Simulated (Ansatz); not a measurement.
Level of theory: frozen-core CCSD(T)/cc-pVTZ // B3LYP-D3(BJ)/def2-TZVP (Ansatz, a quantum-chemistry and plane-wave program).

Ansatz 0.2 input:
```yaml
crystal:
  periodic: [false, false, false]
  atoms:
    - { symbol: C, position_ang: [1.76423, -0.920263, 0.171879] }
    - { symbol: Ga, position_ang: [0.010504, 0.000715, 0.00123] }
    - { symbol: C, position_ang: [-0.082989, 1.980847, -0.159806] }
    - { symbol: C, position_ang: [-1.672209, -1.059946, -0.011295] }
    - { symbol: H, position_ang: [2.497816, -0.301389, 0.690346] }
    - { symbol: H, position_ang: [2.158152, -1.124209, -0.828427] }
    - { symbol: H, position_ang: [1.674057, -1.876221, 0.689192] }
    - { symbol: H, position_ang: [0.898361, 2.452547, -0.111096] }
    - { symbol: H, position_ang: [-0.706723, 2.393499, 0.6371] }
    - { symbol: H, position_ang: [-0.554506, 2.25791, -1.106056] }
    - { symbol: H, position_ang: [-1.5167, -2.062296, -0.412618] }
    - { symbol: H, position_ang: [-2.461101, -0.566648, -0.580559] }
    - { symbol: H, position_ang: [-2.031096, -1.171775, 1.016318] }
basis:
  gaussian: { orbitals: cc-pVTZ }
correlation:
  method: ccsd_t
```

Output:

```
Functional definition: HF
1459 factors; integrals over basis functions are off by at most 1.2e-3 eV
mean field evaluation 1: about -55566.2688 eV, gradient 4.0e1 eV
mean field evaluation 2: about -55566.3401 eV, gradient 4.0e1 eV
mean field evaluation 4: about -55570.3541 eV, gradient 3.2e0 eV
mean field evaluation 8: about -55570.3982 eV, gradient 1.9e-1 eV
mean field evaluation 16: about -55569.6472 eV, gradient 1.6e1 eV
mean field -55570.39838849 eV, -2042.1744738080 hartree, gradient 1.8e-6 eV, S^2 0.000000; 0 other end points of the search recorded, 0 dependent functions left out
12 core orbitals not correlated
reference -55570.39838849 eV, -2042.1744738080 hartree; 17, 17 occupied and 230, 230 virtual orbitals, 1459 factors
second order -19.39922327 eV of doubles, -0.00000000 eV of singles
cycle   1  -20.02133608 eV  change   -6.2e-1 eV  update   9.6e-2
cycle   2  -20.54850937 eV  change   -5.3e-1 eV  update   2.7e-2
cycle   3  -20.63687011 eV  change   -8.8e-2 eV  update   1.2e-2
cycle   4  -20.63655054 eV  change    3.2e-4 eV  update   2.6e-3
cycle   5  -20.63621009 eV  change    3.4e-4 eV  update   8.8e-4
cycle   6  -20.63604098 eV  change    1.7e-4 eV  update   2.3e-4
cycle   7  -20.63599606 eV  change    4.5e-5 eV  update   6.5e-5
cycle   8  -20.63601047 eV  change   -1.4e-5 eV  update   2.1e-5
perturbative correction -0.85267596 eV, -0.0313352635 hartree
Total energy: -55591.88707492 eV, -2042.9641684688 hartree
```

Cost: around 17 core-minutes (rough).
